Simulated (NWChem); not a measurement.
Program: NWChem. System: fluoroethane (C2H5F), charge 0, spin multiplicity 1, at a geometry optimised with B3LYP/def2-SVP. Level: MP2/def2-TZVP, 3 core orbitals frozen.

Job file:

```
start mol
memory heap 200 mb stack 900 mb global 1100 mb
geometry units angstroms nocenter noautoz
  C     -1.183253     0.268093     0.000000
  C      0.319550     0.451927     0.000000
  F      0.953478    -0.778496     0.000000
  H     -1.690432     1.246433     0.000000
  H     -1.507272    -0.290093    -0.892215
  H     -1.507272    -0.290093     0.892215
  H      0.652947     1.010047     0.893673
  H      0.652947     1.010047    -0.893673
  symmetry group Cs
end
basis spherical
  * library def2-tzvp
end
scf
  rhf
  nopen 0
  maxiter 100
  thresh 1e-7
  semidirect memsize 60000000 filesize 0
end
mp2
  freeze core 3
end
task mp2 energy
```

Part of the output:

```
             Northwest Computational Chemistry Package (NWChem) 7.3.0
             --------------------------------------------------------

                                NWChem Input Module
                                -------------------

 Scaling coordinates for geometry "geometry" by  1.889725989
 (inverse scale =  0.529177249)

 Turning off AUTOSYM since
 SYMMETRY directive was detected!

                             Geometry "geometry" -> ""
                             -------------------------

 Output coordinates in angstroms (scale by  1.889725989 to convert to a.u.)

  No.       Tag          Charge          X              Y              Z
 ---- ---------------- ---------- -------------- -------------- --------------
    1 C                    6.0000    -1.18325300     0.26809300     0.00000000
    2 C                    6.0000     0.31955000     0.45192700     0.00000000
    3 F                    9.0000     0.95347800    -0.77849600     0.00000000
    4 H                    1.0000    -1.69043200     1.24643300     0.00000000
    5 H                    1.0000    -1.50727200    -0.29009300    -0.89221500
    6 H                    1.0000    -1.50727200    -0.29009300     0.89221500
    7 H                    1.0000     0.65294700     1.01004700     0.89367300
    8 H                    1.0000     0.65294700     1.01004700    -0.89367300

 Effective nuclear repulsion energy (a.u.)      79.0439817098

            Nuclear Dipole moment (a.u.)
            ----------------------------
        X                 Y               Z
 ---------------- ---------------- ----------------
     0.0000037795    -0.0000056692     0.0000000000

      Symmetry information
      --------------------

 Group name             Cs
 Group number              2
 Group order               2
 No. of unique centers     6

      Symmetry unique atoms

     1    2    3    4    5    7


 Summary of "ao basis" -> "" (spherical)
 ------------------------------------------------------------------------------
       Tag                 Description            Shells   Functions and Types
 ---------------- ------------------------------  ------  ---------------------
 *                         def2-tzvp                  on all atoms

 Summary of "ao basis" -> "ao basis" (spherical)
 ------------------------------------------------------------------------------
       Tag                 Description            Shells   Functions and Types
 ---------------- ------------------------------  ------  ---------------------
 C                         def2-tzvp                11       31   5s3p2d1f
 F                         def2-tzvp                11       31   5s3p2d1f
 H                         def2-tzvp                 4        6   3s1p

                                 NWChem SCF Module
                                 -----------------

  ao basis        = "ao basis"
  functions       =   123
  atoms           =     8
  closed shells   =    13
  open shells     =     0
  charge          =   0.00
  wavefunction    = RHF
  use symmetry    = T
  symmetry adapt  = T

 Summary of "ao basis" -> "ao basis" (spherical)
 ------------------------------------------------------------------------------
       Tag                 Description            Shells   Functions and Types
 ---------------- ------------------------------  ------  ---------------------
 C                         def2-tzvp                11       31   5s3p2d1f
 F                         def2-tzvp                11       31   5s3p2d1f
 H                         def2-tzvp                 4        6   3s1p

      Symmetry analysis of basis
      --------------------------

        a'         80
        a"         43

 Forming initial guess at       0.1s

      Superposition of Atomic Density Guess
      -------------------------------------

 Sum of atomic energies:        -177.25978078

      Non-variational initial energy
      ------------------------------

 Total energy =    -178.681213
 1-e energy   =    -398.884093
 2-e energy   =     141.158898
 HOMO         =      -0.392068
 LUMO         =       0.091467

      Symmetry analysis of molecular orbitals - initial
      -------------------------------------------------

  Numbering of irreducible representations:

     1 a'          2 a"

  Orbital symmetries:

     1 a'          2 a'          3 a'          4 a'          5 a'
     6 a'          7 a'          8 a"          9 a'         10 a"
    11 a'         12 a'         13 a"         14 a'         15 a'
    16 a'         17 a"         18 a'         19 a"         20 a'
    21 a'         22 a"         23 a'

 Starting SCF solution at       3.4s

 ----------------------------------------------
         Quadratically convergent ROHF

 Convergence threshold     :          1.000E-07
 Maximum no. of iterations :          100
 Final Fock-matrix accuracy:          1.000E-09
 ----------------------------------------------

              iter       energy          gnorm     gmax       time
             ----- ------------------- --------- --------- --------
                 1     -178.1089618284  8.61D-01  1.61D-01      3.7
                 2     -178.1489740694  3.15D-01  5.17D-02      4.2
                 3     -178.1552405656  1.37D-02  3.25D-03      5.0
                 4     -178.1552614049  1.37D-04  2.52D-05      6.1
                 5     -178.1552614071  1.29D-08  3.00D-09      7.5

       Final RHF  results
       ------------------

         Total SCF energy =   -178.155261407055
      One-electron energy =   -401.496562586022
      Two-electron energy =    144.297319469194
 Nuclear repulsion energy =     79.043981709773

        Time for solution =      4.1s

       Symmetry analysis of molecular orbitals - final
       -----------------------------------------------

  Numbering of irreducible representations:

     1 a'          2 a"

  Orbital symmetries:

     1 a'          2 a'          3 a'          4 a'          5 a'
     6 a'          7 a"          8 a'          9 a'         10 a"
    11 a'         12 a'         13 a"         14 a'         15 a'
    16 a"         17 a'         18 a"         19 a'         20 a'
    21 a'         22 a"         23 a'

             Final eigenvalues
             -----------------

              1
    1  -26.2699
    2  -11.3088
    3  -11.2292
    4   -1.5826
    5   -1.0309
    6   -0.8593
    7   -0.7000
    8   -0.6928
    9   -0.6532
   10   -0.5768
   11   -0.5484
   12   -0.5073
   13   -0.4917
   14    0.1426
   15    0.1791
   16    0.2037
   17    0.2142
   18    0.2360
   19    0.2378
   20    0.2906
   21    0.3082
   22    0.3458
   23    0.3806

                       ROHF Final Molecular Orbital Analysis
                       -------------------------------------

 Vector   11  Occ=2.000000D+00  E=-5.484492D-01  Symmetry=a'
              MO Center= -1.2D+00,  4.3D-01,  5.5D-15, r^2= 1.8D+00
   Bfn.  Coefficient  Atom+Function         Bfn.  Coefficient  Atom+Function
  ----- ------------  ---------------      ----- ------------  ---------------
     7      0.287895  1 C  py                95      0.250229  4 H  s
    10      0.247798  1 C  py                94      0.160937  4 H  s

 Vector   12  Occ=2.000000D+00  E=-5.072969D-01  Symmetry=a'
              MO Center= -8.4D-02,  1.7D-01, -2.4D-15, r^2= 2.0D+00
   Bfn.  Coefficient  Atom+Function         Bfn.  Coefficient  Atom+Function
  ----- ------------  ---------------      ----- ------------  ---------------
     6      0.246398  1 C  px                37     -0.242808  2 C  px
    68      0.229855  3 F  px                 9      0.227083  1 C  px
    40     -0.204449  2 C  px                71      0.199572  3 F  px

 Vector   13  Occ=2.000000D+00  E=-4.916835D-01  Symmetry=a"
              MO Center= -7.4D-02,  3.0D-01,  4.4D-15, r^2= 2.4D+00
   Bfn.  Coefficient  Atom+Function         Bfn.  Coefficient  Atom+Function
  ----- ------------  ---------------      ----- ------------  ---------------
    39      0.229947  2 C  pz                70     -0.197796  3 F  pz
    42      0.194481  2 C  pz               113      0.193663  7 H  s
   119     -0.193663  8 H  s                  8     -0.176887  1 C  pz
    73     -0.171617  3 F  pz                11     -0.158250  1 C  pz

 Vector   14  Occ=0.000000D+00  E= 1.426308D-01  Symmetry=a'
              MO Center= -9.0D-01,  7.7D-01, -2.7D-14, r^2= 6.9D+00
   Bfn.  Coefficient  Atom+Function         Bfn.  Coefficient  Atom+Function
  ----- ------------  ---------------      ----- ------------  ---------------
     5      4.813351  1 C  s                 96     -1.918119  4 H  s
   102     -1.722329  5 H  s                108     -1.722329  6 H  s
   114     -1.395690  7 H  s                120     -1.395690  8 H  s
    36      1.335754  2 C  s                 44      0.692258  2 C  py
    43      0.639364  2 C  px                 4     -0.623010  1 C  s

 Vector   15  Occ=0.000000D+00  E= 1.790686D-01  Symmetry=a'
              MO Center= -2.4D-01,  6.1D-01,  2.3D-17, r^2= 8.1D+00
   Bfn.  Coefficient  Atom+Function         Bfn.  Coefficient  Atom+Function
  ----- ------------  ---------------      ----- ------------  ---------------
     5      6.459256  1 C  s                 36     -6.387332  2 C  s
   114      2.016007  7 H  s                120      2.016007  8 H  s
   102     -1.537581  5 H  s                108     -1.537581  6 H  s
    12      1.284484  1 C  px                43      1.287011  2 C  px
    96     -0.980942  4 H  s                 44     -0.611307  2 C  py

 Vector   16  Occ=0.000000D+00  E= 2.037402D-01  Symmetry=a"
              MO Center= -7.9D-02,  7.0D-01,  4.2D-15, r^2= 7.2D+00
   Bfn.  Coefficient  Atom+Function         Bfn.  Coefficient  Atom+Function
  ----- ------------  ---------------      ----- ------------  ---------------
   114      2.125760  7 H  s                120     -2.125760  8 H  s
   102     -1.397956  5 H  s                108      1.397956  6 H  s
    45     -1.337311  2 C  pz                14     -0.525427  1 C  pz
   113     -0.415029  7 H  s                119      0.415029  8 H  s
   101      0.383497  5 H  s                107     -0.383497  6 H  s

 center of mass
 --------------
 x =   0.17011717 y =  -0.13542594 z =   0.00000000

 moments of inertia (a.u.)
 ------------------
          77.087905689882          56.346843213209           0.000000000000
          56.346843213209         165.846848120795           0.000000000000
           0.000000000000           0.000000000000         219.977416142115

  Mulliken analysis of the total density
  --------------------------------------

    Atom       Charge   Shell Charges
 -----------   ------   -------------------------------------------------------
    1 C    6     6.29   0.85  1.12  0.47  0.68  0.06  1.25  1.40  0.37  0.02  0.05  0.00
    2 C    6     5.87   0.85  1.12  0.49  0.64  0.06  1.17  1.21  0.15  0.04  0.12  0.01
    3 F    9     9.32   0.77  1.20  0.59  1.01  0.35  2.24  2.27  0.87  0.00  0.01  0.00
    4 H    1     0.90   0.26  0.49  0.12  0.02
    5 H    1     0.89   0.26  0.49  0.11  0.02
    6 H    1     0.89   0.26  0.49  0.11  0.02
    7 H    1     0.92   0.27  0.51  0.12  0.02
    8 H    1     0.92   0.27  0.51  0.12  0.02

       Multipole analysis of the density wrt the origin
       ------------------------------------------------

     L   x y z        total         open         nuclear
     -   - - -        -----         ----         -------
     0   0 0 0     -0.000000      0.000000     26.000000

     1   1 0 0     -0.442697      0.000000      0.000004
     1   0 1 0      0.686285      0.000000     -0.000006
     1   0 0 1     -0.000000      0.000000      0.000000

     2   2 0 0    -14.767248      0.000000     90.880942
     2   1 1 0      1.082812      0.000000    -27.250287
     2   1 0 1     -0.000000      0.000000      0.000000
     2   0 2 0    -14.387459      0.000000     38.829855
     2   0 1 1     -0.000000      0.000000      0.000000
     2   0 0 2    -13.517012      0.000000     11.389546

                   NWChem MP2 Semi-direct Energy/Gradient Module
                   ---------------------------------------------

  Basis functions       =    123
  Molecular orbitals    =    123
  Frozen core           =      3
  Frozen virtuals       =      0
  Active alpha occupied =     10
  Active beta occupied  =     10
  Active alpha virtual  =    110
  Active beta virtual   =    110
  Use MO symmetry       = T
  Use skeleton AO sym   = T

  AO/Fock/Back tols     =   1.0D-09  1.0D-09  1.0D-09

 GA uses MA = F    GA memory limited = T

 Available:
  local mem=  1.26D+08
 global mem=  1.44D+08
 local disk=  0.00D+00
  mp2_memr nvloc                   110
  nvloc new                   110
   1 passes of  10:        5242880                      85841                  28337735.
   1 passes of  10: M    126151784           G      144148942           F     120908904.

 Semi-direct pass number   1 of   1  for RHF alpha+beta  at        7.6s
  vrange nnbf                  7570
  mp2_eaftype                   108  avail_ma_in_mb                  1099
 EAF : mp2_eaftype filesize         108   14168868.
  mp2_eaf for mointskh                    108
Node 0 wrote     66.6 Mb in      0.0 s     Agg I/O rate:  1373.9 Mb/s
 Done moints_semi at       16.8s
  mp2_eaftype                   108  avail_ma_in_mb                   991
 EAF : mp2_eaftype filesize         108   14168868.
  mp2_eaf for kh                   108
 Done maket at       17.2s
 Done multipass loop at       17.2s

          -------------------------------------------
          SCF energy                -178.155261407055
          Correlation energy          -0.591109642348
          Singlet pairs               -0.383013283195
          Triplet pairs               -0.208096359153
          Total MP2 energy          -178.746371049403
          -------------------------------------------

          ---------------------------------------------------
                    Spin Component Scaled (SCS) MP2
          Same spin pairs                     -0.138730906102
          Same spin scaling factor             0.333333333333
          Opposite spin pairs                 -0.452378736246
          Opposite spin scaling fact.          1.200000000000
          SCS-MP2 correlation energy          -0.589098118863
          Total SCS-MP2 energy              -178.744359525917
          ---------------------------------------------------

 -----------------------
 Performance information
 -----------------------

 Timer overhead =  2.27D-07 seconds/call

               Nr. of calls         CPU time (s)                 Wall time (s)                GFlops
             ---------------    -------------------     ------------------------------   -------------------
Name         Min   Avg   Max    Min     Avg     Max     Min     Avg     Max   Mx/calls   Min     Max     Sum
mp2: moin     1     1     1    9.2     9.2     9.2      9.2     9.2     9.2     9.2      0.0     0.0     0.0
mp2: make     1     1     1   0.47    0.47    0.47     0.47    0.47    0.47    0.47      0.0     0.0     0.0
mp2: tota     1     1     1    9.7     9.7     9.7      9.7     9.7     9.7     9.7      0.0     0.0     0.0

 The average no. of pstat calls per process was 3.00D+00
 with a timing overhead of 6.81D-07s

 Task  times  cpu:       17.2s     wall:       17.2s

 Total times  cpu:       17.3s     wall:       17.3s
```
